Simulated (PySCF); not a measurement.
`C1=C(/C=N\[H])OCO1`, C₄H₅NO₂

Molfile (atoms numbered from 1):
```
C4H5NO2
     RDKit          3D

 12 12  0  0  0  0  0  0  0  0999 V2000
   -2.7774    0.3006   -0.0237 N   0  0  0  0  0  0  0  0  0  0  0  0
   -1.7601   -0.3046   -0.4152 C   0  0  0  0  0  0  0  0  0  0  0  0
   -0.3113   -0.0838   -0.1433 C   0  0  0  0  0  0  0  0  0  0  0  0
    0.3573    0.8781    0.4893 C   0  0  0  0  0  0  0  0  0  0  0  0
    1.6871    0.7089    0.4943 O   0  0  0  0  0  0  0  0  0  0  0  0
    1.8757   -0.5927   -0.0498 C   0  0  0  0  0  0  0  0  0  0  0  0
    0.5699   -1.0099   -0.4747 O   0  0  0  0  0  0  0  0  0  0  0  0
   -2.5830    1.1152    0.5715 H   0  0  0  0  0  0  0  0  0  0  0  0
   -1.8263   -1.1207   -1.2238 H   0  0  0  0  0  0  0  0  0  0  0  0
   -0.0721    1.7173    1.0250 H   0  0  0  0  0  0  0  0  0  0  0  0
    2.2458   -1.2231    0.7243 H   0  0  0  0  0  0  0  0  0  0  0  0
    2.5834   -0.5264   -0.8657 H   0  0  0  0  0  0  0  0  0  0  0  0
  8  1  1  0
  1  2  2  0
  2  3  1  0
  3  4  2  0
  4  5  1  0
  5  6  1  0
  6  7  1  0
  7  3  1  0
  2  9  1  0
  4 10  1  0
  6 11  1  0
  6 12  1  0
M  END
```

Computed, not measured: PySCF, GIAO PBE0/pcSseg-1 magnetisability, rotational g tensor and spin-rotation constants, non-relativistic, gas phase. Geometry: GFN2-xTB, normal-mode sample at 300 K.

(1) Give the nuclear spin-rotation constants along the inertial axes (H = +C I·J) beside the isotropic shieldings.

## Answers

(1) Rotational constants 8.0878, 1.8946, 1.5546 GHz. A star marks the isotopologue with that one atom substituted, in its own axes.
```
atom  isotope  Caa (kHz)  Cbb (kHz)  Ccc (kHz)  mean (kHz)  σ (ppm)
  N1      14N      1.465      0.548      0.056       0.690    -57.7
  H8       1H     -0.789      0.311     -0.191      -0.223     21.4
  H9       1H     -0.619      0.158     -0.117      -0.193     22.9
 H10       1H     -0.564      0.136     -0.186      -0.205     25.1
 H11       1H     -0.507     -0.204      0.067      -0.215     26.1
 H12       1H     -0.240     -0.172      0.001      -0.137     25.6
  C2     13C*      3.258      0.861      0.322       1.480     27.2
  C3     13C*      3.677      0.606      0.337       1.540     44.9
  C4     13C*      3.019      0.672      0.325       1.339     55.3
  O5     17O*     -0.633     -0.316     -0.225      -0.391    236.4
  C6     13C*      2.251      0.449      0.479       1.060     78.6
  O7     17O*     -1.328     -0.077     -0.271      -0.559    240.9
```
For the geometry as given, no vibrational averaging.
